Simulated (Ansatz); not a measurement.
`CN(C)[Si]Cl` + HCl → `Cl[Si]Cl` + `CNC` at 500 K and 1 bar (ligand exchange at the Si–N bond).

Isolated molecules relaxed with PBE0-D4/def2-TZVP in Ansatz; ΔE leaves out vibrations. CCSD(T)/CBS adds triple-zeta CCSD(T) − MP2 to the extrapolated MP2 energy (def2 sets, frozen cores). This one scheme is used for every species. Each species was taken in one conformer, which may not be the lowest.

```
      species  CCSD(T)/CBS energy (Eh)  H − E (kJ/mol)  S (J/(mol·K))
`CN(C)[Si]Cl`               -883.31525           266.8          403.0
          HCl               -460.38127            32.5          201.9
   `Cl[Si]Cl`              -1208.69388            30.7          309.5
        `CNC`               -135.00321           273.8          313.8
```

H − E and S are ideal-gas, rigid-rotor, harmonic terms from PBE0-D4/def2-TZVP, for one conformer and one mirror image of each species. 1 Eh = 2625.50 kJ/mol, R = 8.31446 J/(mol·K).

Problem. By hand: ΔE, ΔH, ΔS and ΔG.

Solution. ΔE = (-1208.69388) + (-135.00321) − (-883.31525) − (-460.38127) = -0.00057 Eh = -1.5 kJ/mol. Δ(H − E) = 30.7 + 273.8 − 266.8 − 32.5 = 5.2, so ΔH = 3.7 kJ/mol. ΔS = 309.5 + 313.8 − 403.0 − 201.9 = 18.4 J/(mol·K). ΔG = 3.7 − 500 × (18.4)/1000 = -5.5 kJ/mol.

Problem. By hand: the equilibrium constant, and the temperature at which ΔG would vanish if ΔH and ΔS stayed fixed.

Solution. log₁₀ K = −ΔG/(RT ln 10) = 0.6. ΔG = 0 at ΔH/ΔS = 201 K, though so small a ΔH makes that figure unsure.

TΔS isn't small against ΔH here. The sign of ΔG lies within the doubt. A doubt of 5 kJ/mol in ΔE shifts log₁₀ K by 0.5 here. Other conformers and mirror images would add mixing entropy, several J/(mol·K) or more a flexible species. These are equilibria of isolated gas molecules and say nothing of rates. Largest T1 diagnostic: 0.013 (customary marks: 0.02 for closed shells, 0.045 for open ones).
